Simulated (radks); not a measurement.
The numbers below are computed, except where a source is named.
Numerical settings for the xenon ion Xe+, [Kr] 4d10 5s2 5p5. Code: a radial shooting solver on a logarithmic mesh with Libxc functionals. Model: Dirac Kohn-Sham, PBE, spin-unpolarised, spherical densities, finite nucleus; open shells fill j = l - 1/2 first; Fermi nuclear charge, rms radius 4.7859 fm. The defaults (mesh step 0.008 in ln r, mesh end at 40 bohr or more with all orbitals vanishing there, Anderson mixing 0.5 over 9 steps, residual threshold near 1e-9 with the energy settled to 1e-9 hartree or 1e-11 of itself, here a cap of 53 iterations) give E = -7449.5601 hartree and 5p3/2 at -16.526 eV in 13 iterations. Run on one thread of a shared host, so times are rough (Intel(R) Xeon(R) 6975P-C): 0.09 s of CPU time, 0.09 s wall, 13 iterations on 2314 mesh points. Changes against that run (0 stands for a change within the tolerance of the run):

setting                     iterations  converged  E (mhartree)  e(5p3/2) (meV)  CPU (s)
mesh step in ln r 0.2                4         no      diverged               -     0.02
mesh step in ln r 0.12               2         no      diverged               -     0.01
mesh step in ln r 0.03              13        yes      +0.00687               0     0.03
mesh end (bohr) 12                  13        yes             0        +0.00356      0.1
mesh end (bohr) 5                   13        yes         +40.8            +870     0.09
residual threshold 1e-05            10        yes             0         -0.0308     0.08
residual threshold 0.01              8        yes             0           +3.03     0.07
mixing 0.2                          17        yes             0               0     0.12
linear mixing, mixing 0.05          53         no        +0.338            -420     0.34
linear mixing, mixing 1             53         no          +4.4            -382     0.44
mixing history 20                   19        yes             0               0     0.12
iteration cap 5                      5         no       +0.0137           +56.5     0.05

Settings that end as converged yet miss the energy by more than 1 mhartree: mesh end (bohr) 5 (+0.0408 hartree). A mesh that ends early acts as a hard wall.
